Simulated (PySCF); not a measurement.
Bond stretch in CuH, singlet.

Levels: RCCSD = PySCF with CCSD on RHF/def2-TZVP, 5 core orbitals frozen; UCCSD = PySCF with CCSD on UHF/def2-TZVP, 5 core orbitals frozen; RKS-B3LYP/LANL2DZ = PySCF with restricted B3LYP/LANL2DZ, with its core potentials past Ne; RKS-CAM-B3LYP = restricted CAM-B3LYP/def2-TZVP in PySCF.

Energies are in kJ/mol, each relative to the lowest point of its own curve near equilibrium.

```json
[
 {"R / Å": "1.17", "RCCSD": "103.6", "UCCSD": "103.6", "RKS-B3LYP/LANL2DZ": "107.5", "RKS-CAM-B3LYP": "102.1"},
 {"R / Å": "1.26", "RCCSD": "45.2", "UCCSD": "45.2", "RKS-B3LYP/LANL2DZ": "48.3", "RKS-CAM-B3LYP": "43.5"},
 {"R / Å": "1.35", "RCCSD": "14.3", "UCCSD": "14.3", "RKS-B3LYP/LANL2DZ": "16.1", "RKS-CAM-B3LYP": "12.9"},
 {"R / Å": "1.41", "RCCSD": "4.2", "UCCSD": "4.2", "RKS-B3LYP/LANL2DZ": "5.2", "RKS-CAM-B3LYP": "3.3"},
 {"R / Å": "1.43", "RCCSD": "2.3", "UCCSD": "2.3", "RKS-B3LYP/LANL2DZ": "3.0", "RKS-CAM-B3LYP": "1.6"},
 {"R / Å": "1.49", "RCCSD": "0.0", "UCCSD": "0.0", "RKS-B3LYP/LANL2DZ": "0.0", "RKS-CAM-B3LYP": "0.0"},
 {"R / Å": "1.52", "RCCSD": "0.5", "UCCSD": "0.5", "RKS-B3LYP/LANL2DZ": "0.2", "RKS-CAM-B3LYP": "0.9"},
 {"R / Å": "1.57", "RCCSD": "3.2", "UCCSD": "3.2", "RKS-B3LYP/LANL2DZ": "2.7", "RKS-CAM-B3LYP": "4.5"},
 {"R / Å": "1.65", "RCCSD": "11.4", "UCCSD": "11.4", "RKS-B3LYP/LANL2DZ": "11.0", "RKS-CAM-B3LYP": "14.3"},
 {"R / Å": "1.72", "RCCSD": "21.4", "UCCSD": "21.4", "RKS-B3LYP/LANL2DZ": "21.5", "RKS-CAM-B3LYP": "26.0"},
 {"R / Å": "1.83", "RCCSD": "40.3", "UCCSD": "40.3", "RKS-B3LYP/LANL2DZ": "41.8", "RKS-CAM-B3LYP": "48.1"},
 {"R / Å": "2.00", "RCCSD": "73.3", "UCCSD": "73.7", "RKS-B3LYP/LANL2DZ": "77.7", "RKS-CAM-B3LYP": "86.9"},
 {"R / Å": "2.21", "RCCSD": "114.7", "UCCSD": "116.7", "RKS-B3LYP/LANL2DZ": "123.4", "RKS-CAM-B3LYP": "136.7"},
 {"R / Å": "2.47", "RCCSD": "160.2", "UCCSD": "163.2", "RKS-B3LYP/LANL2DZ": "175.8", "RKS-CAM-B3LYP": "194.8"},
 {"R / Å": "2.67", "RCCSD": "188.5", "UCCSD": "190.7", "RKS-B3LYP/LANL2DZ": "211.5", "RKS-CAM-B3LYP": "234.9"},
 {"R / Å": "2.97", "RCCSD": "219.4", "UCCSD": "216.9", "RKS-B3LYP/LANL2DZ": "257.1", "RKS-CAM-B3LYP": "286.9"},
 {"R / Å": "3.31", "RCCSD": "240.7", "UCCSD": "229.8", "RKS-B3LYP/LANL2DZ": "298.3", "RKS-CAM-B3LYP": "334.6"},
 {"R / Å": "3.63", "RCCSD": "251.8", "UCCSD": "234.3", "RKS-B3LYP/LANL2DZ": "328.8", "RKS-CAM-B3LYP": "370.4"},
 {"R / Å": "4.02", "RCCSD": "258.7", "UCCSD": "236.2", "RKS-B3LYP/LANL2DZ": "357.0", "RKS-CAM-B3LYP": "404.5"},
 {"R / Å": "4.49", "RCCSD": "262.6", "UCCSD": "236.9", "RKS-B3LYP/LANL2DZ": "381.4", "RKS-CAM-B3LYP": "434.9"},
 {"R / Å": "5.26", "RCCSD": "264.8", "UCCSD": "237.2", "RKS-B3LYP/LANL2DZ": "406.3", "RKS-CAM-B3LYP": "467.5"},
 {"R / Å": "5.94", "RCCSD": "265.5", "UCCSD": "237.3", "RKS-B3LYP/LANL2DZ": "418.9", "RKS-CAM-B3LYP": "485.3"}
]
```

At the longest distance, 5.94 Å, RKS-CAM-B3LYP lies highest above its minimum (485.3 kJ/mol) and UCCSD lowest (237.3 kJ/mol).

The T1 diagnostic of CCSD on the restricted reference of RCCSD exceeds 0.045 at 2.67 to 5.94 Å. The unrestricted determinant behind UCCSD is spin-contaminated at 2.00 to 5.94 Å (<S²> up to 1.0, against 0.00 for a pure singlet). The restricted form behind RKS-B3LYP/LANL2DZ, RKS-CAM-B3LYP keeps the bonding electrons paired and can't separate into open-shell fragments. At the longest distance RKS-CAM-B3LYP leaves fractional charges on the fragments, a sign of delocalisation error or of the restricted form.
